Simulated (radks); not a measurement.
The numbers below are computed, except where a source is named.
Neutral mercury inside a hard spherical wall (all orbitals vanish at R), configuration held at [Hg] and not refilled when levels cross. Level of theory: scalar-relativistic Kohn-Sham, PBEsol, spin-polarised, spherical densities, finite nucleus; Fermi nuclear charge, rms radius 5.4648 fm (a radial shooting solver on a logarithmic mesh with Libxc functionals). Eigenvalues in eV for spin up, with the zero of energy where the potential of the charges vanishes at infinity; a dash marks a level that is unbound or too diffuse for the functional's potential to be trusted. A positive occupied level is held by the wall or, in an anion where self-interaction has pushed it up, behind a barrier. The pressure on the wall is -dE/dV.

| R (bohr) | E (hartree) | kinetic (hartree) | e(4f) | e(5p) | e(5d) | e(6s) | e(6p, empty) | e(7s, empty) | pressure (GPa) |
|---|---|---|---|---|---|---|---|---|---|
| free | -19612.6159 | 22000.726 | -95.973 | -66.541 | -9.885 | -6.861 | - | - | 0 |
| 20 | -19612.6159 | 22000.726 | -95.973 | -66.541 | -9.885 | -6.861 | - | - | < 0.0001 |
| 15 | -19612.6159 | 22000.726 | -95.973 | -66.541 | -9.885 | -6.861 | -0.987 | 0.357 | < 0.0001 |
| 8 | -19612.6148 | 22000.738 | -95.911 | -66.479 | -9.825 | -6.802 | -0.576 | 3.616 | 0.0537 |
| 6 | -19612.5989 | 22000.863 | -95.415 | -65.989 | -9.365 | -6.298 | 0.778 | 10.122 | 1.55 |
| 5 | -19612.5450 | 22001.205 | -94.343 | -64.958 | -8.413 | -5.134 | 3.045 | 18.907 | 9.69 |
| 3 | -19610.8178 | 22009.241 | -79.608 | -52.108 | 4.016 | 14.274 | 31.561 | 100.14 | 870 |
